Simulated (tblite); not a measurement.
Species: C₅H₈O₃S.
Structure used (GFN2-xTB), in Å, numbered top down from 1:
```
atom  x, y, z in Å
C1    -1.9724   -0.2712    1.2041
C2    -1.1517   -0.0325    0.2027
C3    -1.0968    0.9578   -0.9307
C4     0.1121    0.1850   -1.4940
C5     0.1326   -0.6661   -0.2275
S6     1.4266   -0.0423    0.8686
O7     1.4709   -0.7997    2.0833
O8     1.3702    1.3786    0.9396
O9     2.7538   -0.4528    0.0227
H10   -1.7814   -1.0654    1.9051
H11   -2.8591    0.3192    1.3599
H12   -1.9800    0.9946   -1.5659
H13   -0.8487    1.9629   -0.5960
H14   -0.1064   -0.3806   -2.3971
H15    1.0185    0.7686   -1.6324
H16    0.2405   -1.7442   -0.2645
H17    3.2643   -1.0999    0.5120
```

Computed values, GFN2-xTB/tblite, gas phase, harmonic and unscaled. Errors from tens to a few hundred cm⁻¹ against measured bands are possible. One conformer, not necessarily the lowest.

Harmonic wavenumbers (cm⁻¹): 44.7, 69.8, 105.3, 168.5, 197.3, 234.9, 305.2, 358.2, 389.6, 407.9, 458.6, 501.0, 631.0, 700.4, 713.8, 733.4, 801.8, 878.3, 893.5, 929.1, 939.1, 967.5, 1020.1, 1049.1, 1070.5, 1104.8, 1134.5, 1169.4, 1175.1, 1211.3, 1230.3, 1255.1, 1287.9, 1394.9, 1429.6, 1456.1, 1773.4, 3001.9, 3014.7, 3018.7, 3023.3, 3036.7, 3107.5, 3136.6, 3607.6.

A = 2409, B = 1290, C = 1064 MHz; mass 148.019 u (most abundant isotopes); point group C1, symmetry number 1.

Problem. What is the zero-point energy?

Solution. Half the sum of the wavenumbers: 27569 cm⁻¹ = 329.80 kJ/mol.

Problem. Give the ideal-gas entropy at 298.15 K and 1 bar in the rigid-rotor, harmonic-oscillator model (classical rotation).

Solution. Translation 171.18, rotation 121.19, vibration 115.60: S = 408.0 J/(mol K).

Problem. And Cp and H(298.15 K) − H(0)?

Solution. Cp = 156.82 J/(mol K), of which vibrations give 123.56 (their classical limit is 45 R = 374.2); H(298.15 K) − H(0) = 28.20 kJ/mol without the zero-point energy, 18.28 from vibrations.

Problem. How do the functions run with temperature in this model?

Solution. 
| T (K) | S (J/(mol K)) | Cp (J/(mol K)) | H − H(0) (kJ/mol) | G − H(0) (kJ/mol) | ln q(vib) |
| --- | --- | --- | --- | --- | --- |
| 50 | 245.9 | 53.7 | 2.09 | -10.21 | 0.53 |
| 100 | 289.8 | 75.0 | 5.31 | -23.66 | 1.66 |
| 373.15 | 446.5 | 186.8 | 41.10 | -125.49 | 8.39 |
| 500 | 507.3 | 228.8 | 67.59 | -186.04 | 11.52 |
| 750 | 611.3 | 283.2 | 132.20 | -326.28 | 17.47 |
| 1000 | 697.7 | 316.7 | 207.48 | -490.23 | 22.96 |

q(vib) and H(0) count from the zero-point level.

Problem. Blend soft modes into free rotors: weight 1/[1 + (100 cm⁻¹/ν̃)⁴] for the oscillator and the rest for a rotor with moment μB/(μ + B), μ = h/(8π²ν), B = 10⁻⁴⁴ kg m². What vibrational entropy results?

Solution. 105.83 J/(mol K) in place of 115.60, which changes −T·S at 298.15 K by +2.91 kJ/mol.

Hindered rotation and anharmonicity are outside this model. Other conformers, if any are populated, would add a mixing term that is left out. The structure is chiral; the term R ln 2 for an equal mix with its mirror image is left out.
